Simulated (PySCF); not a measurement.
HS (SMILES [SH]), doublet, geometry from GFN2-xTB; HF/aug-cc-pVDZ (PySCF).

Here is a job for PySCF.
```python
from pyscf import gto, scf

mol = gto.M(
    atom='''
S    -0.00000000   -0.00000000   -0.07826331
H     0.00000000    0.00000000    1.25221295
''',
    basis='aug-cc-pvdz',
    spin=1,
    verbose=5,
)

mf = scf.UHF(mol)
mf.kernel()
mf.analyze()
```

Task: What does PySCF print? Leave out banner, timings and long lists.

Result: 
```
PySCF version 2.14.0

[INPUT] verbose = 5
[INPUT] max_memory = 4000
[INPUT] num. atoms = 2
[INPUT] num. electrons = 17
[INPUT] charge = 0
[INPUT] spin (= nelec alpha-beta = 2S) = 1
[INPUT] symmetry False subgroup None
[INPUT] Mole.unit = angstrom
[INPUT] Symbol           X                Y                Z      unit          X                Y                Z       unit  Magmom
[...]
[INPUT] ---------------- BASIS SET ----------------
[INPUT] l, kappa, [nprim/nctr], expnt,             c_1 c_2 ...
[INPUT] H
[...]
                                1.962             0.137977
                                0.4446            0.478148
[...]
[INPUT] S
[...]
                                16610             0.00192026 -0.000527681 0.000153483
                                3781              0.00996192 -0.00279671 0.000809503
                                1071              0.0402975 -0.0112651 0.00328974
                                349.8             0.128604 -0.0388834 0.0112967
                                126.3             0.30348 -0.0995025 0.0296385
                                49.26             0.421432 -0.19974 0.0599851
                                20.16             0.230781 -0.12336 0.0413248
                                5.72              0.0178971 0.513194 -0.207474
                                2.182             -0.00297516 0.60712 -0.392889
                                0.4327            0.000849522 0.0396753 0.63284
[...]
                                94.19             0.0341708 -0.00865664
                                29.75             0.14425 -0.0390886
                                10.77             0.353928 -0.0934625
                                4.119             0.459085 -0.147994
                                1.625             0.206383 0.0301904
                                0.4726            0.0102141 0.561573
[...]
nuclear repulsion = 6.36376283385921
number of shells = 13
number of NR pGTOs = 61
number of NR cGTOs = 36
basis = aug-cc-pvdz
ecp = {}

******** <class 'pyscf.scf.uhf.UHF'> ********
method = UHF
initial guess = minao
damping factor = 0
level_shift factor = 0
DIIS = <class 'pyscf.scf.diis.CDIIS'>
diis_start_cycle = 1
diis_space = 8
diis_damp = 0
SCF conv_tol = 1e-09
SCF conv_tol_grad = None
SCF max_cycles = 50
direct_scf = True
direct_scf_tol = 1e-13
number electrons alpha = 9  beta = 8
Set gradient conv threshold to 3.16228e-05
[...]
converged SCF energy = -398.092070791132  <S^2> = 0.76093509  2S+1 = 2.0109054
Total Energy =                        -398.092070791132073
[...]
0 S 5py          0.00000
0 S 5pz          0.11796
0 S 3dxy         0.00014
0 S 3dyz        -0.00000
0 S 3dz^2        0.34595
0 S 3dxz         0.00000
0 S 3dx2-y2     -0.00017
0 S 4dxy         0.00069
0 S 4dyz        -0.00000
0 S 4dz^2       -0.11351
0 S 4dxz         0.00000
0 S 4dx2-y2     -0.00084
1 H 1s          -0.04394
1 H 2s           0.09226
1 H 3s          -0.04588
1 H 2px         -0.00000
1 H 2py          0.00000
1 H 2pz          0.67269
1 H 3px         -0.00000
1 H 3py          0.00000
1 H 3pz         -0.59669

To work with the spin densities directly, `use mulliken_meta_spin()` only printing them here.

 ** Mulliken spin pop alpha/beta on meta-lowdin orthogonal AOs **
 ** Mulliken Spin Density (per AO)  **
spin_pop of  0 S 1s       -0.00000
spin_pop of  0 S 2s        0.00000
spin_pop of  0 S 3s        0.02620
spin_pop of  0 S 4s       -0.00048
spin_pop of  0 S 5s        0.00000
spin_pop of  0 S 2px       0.00005
spin_pop of  0 S 2py       0.00001
spin_pop of  0 S 2pz      -0.00000
spin_pop of  0 S 3px       0.88494
spin_pop of  0 S 3py       0.11381
spin_pop of  0 S 3pz      -0.00035
spin_pop of  0 S 4px       0.00008
spin_pop of  0 S 4py      -0.00075
spin_pop of  0 S 4pz       0.00029
spin_pop of  0 S 5px       0.00036
spin_pop of  0 S 5py       0.00011
spin_pop of  0 S 5pz      -0.00002
spin_pop of  0 S 3dxy     -0.00018
spin_pop of  0 S 3dyz      0.00054
spin_pop of  0 S 3dz^2     0.00252
spin_pop of  0 S 3dxz      0.00072
spin_pop of  0 S 3dx2-y2   -0.00027
spin_pop of  0 S 4dxy     -0.00002
spin_pop of  0 S 4dyz      0.00004
spin_pop of  0 S 4dz^2    -0.00013
spin_pop of  0 S 4dxz      0.00007
spin_pop of  0 S 4dx2-y2   -0.00003
spin_pop of  1 H 1s       -0.02742
spin_pop of  1 H 2s       -0.00006
spin_pop of  1 H 3s        0.00008
spin_pop of  1 H 2px       0.00023
spin_pop of  1 H 2py      -0.00025
spin_pop of  1 H 2pz      -0.00006
spin_pop of  1 H 3px       0.00005
spin_pop of  1 H 3py      -0.00003
spin_pop of  1 H 3pz      -0.00009
 ** Mulliken Spin Density (per atom)  **
spin density of  0 S =      1.02756
spin density of  1 H =     -0.02756
 ** Mulliken pop alpha/beta on meta-lowdin orthogonal AOs **
 ** Mulliken pop       alpha | beta **
[...]
In total             9.00000 | 8.00000
 ** Mulliken atomic charges   ( Nelec_alpha | Nelec_beta ) **
charge of  0S =     -0.09110  (     8.55933      7.53177 )
charge of  1H =      0.09110  (     0.44067      0.46823 )
Dipole moment(X, Y, Z, Debye): -0.00000, -0.00000,  0.90018
```
